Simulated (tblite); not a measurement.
C₈H₁₂.
Numbering: `[CH2:1]=[CH:2][CH2:3][C@@:4]12[CH2:5][CH2:6][C@@H:7]1[CH2:8]2` (hydrogens: H9, H10 on C1; H11 on C2; H12, H13 on C3; H14, H15 on C5; H16, H17 on C6; H18 on C7; H19, H20 on C8)

Computed with GFN2-xTB (tblite), gas phase: nudged elastic band of 9 images (0 to 8), spring 0.2 eV/Å², climbing image at the end, force threshold 0.05 eV/Å. The top image wasn't refined or checked by frequencies; at this threshold it can lie a kcal/mol or more above the true saddle point of the method.

The band describes a rotation about C3–C4 (allylic carbon, sp3 carbon at a ring junction), followed by the dihedral C2–C3–C4–C7, from the optimised start (-160°) to a second optimised geometry at -39°.

**Question.** How does the energy change from image to image?

**Answer.** 
```
image  dihedral (°)  E (kJ/mol)  C3–C4 (Å)  C2···C7 (Å)  largest true force (eV/Å)
    0          -160        0.00      1.505         3.92                       0.01
    1          -144        1.26      1.507         3.88                       0.04
    2          -129        4.53      1.510         3.81                       0.04
    3          -114        8.43      1.513         3.73                       0.04
    4           -99       10.43      1.515         3.64                       0.05
    5           -84        9.28      1.514         3.52                       0.05
    6           -69        6.18      1.511         3.39                       0.04
    7           -54        3.28      1.509         3.27                       0.04
    8           -39        1.95      1.507         3.19                       0.01
```

Barriers of this band. The top is image 4 at -99°: 10.43 kJ/mol forward and 8.48 kJ/mol back; the end lies 1.95 kJ/mol above the start. The central bond is 0.010 Å longer at the top than at the start.

**Question.** What rate follows at 250 K for crossing this barrier forward?

**Answer.** Taking the electronic barrier for the free energy of activation (no zero-point or entropy terms, transmission 1), rate = (kT/h)·exp(−ΔE/kT) ≈ 3 × 10^10 s⁻¹, whose inverse is 3 × 10^-11 s. An error of 1 kcal/mol in the barrier changes this by a factor of 7, and the method and the loose band can each miss by that much or more.

**Question.** How would the two end points share their population at 250 K, from these energies alone?

**Answer.** exp(−ΔE/kT) with ΔE = 0.020 eV gives 0.4 for the higher one (end) against 1 for the lower, without vibrational, rotational or degeneracy terms. GFN2-xTB can put conformers this close in the wrong order.

**Question.** How long is the path, and how are the images spaced?

**Answer.** Cartesian distances between aligned neighbours (all atoms, Å): 0.94, 0.89, 0.88, 0.89, 0.88, 0.88, 0.87, 0.84; the sum is 7.07 Å, and the top lies 51 % of the way along.

What follows is the cost of the whole band run. Time: 5.3 s wall; peak memory 0.19 GiB. Hardware: one thread, Intel Xeon Platinum 8259CL at 2.50 GHz (x86_64), shared host with 96 logical CPUs at a one-minute load of 54.
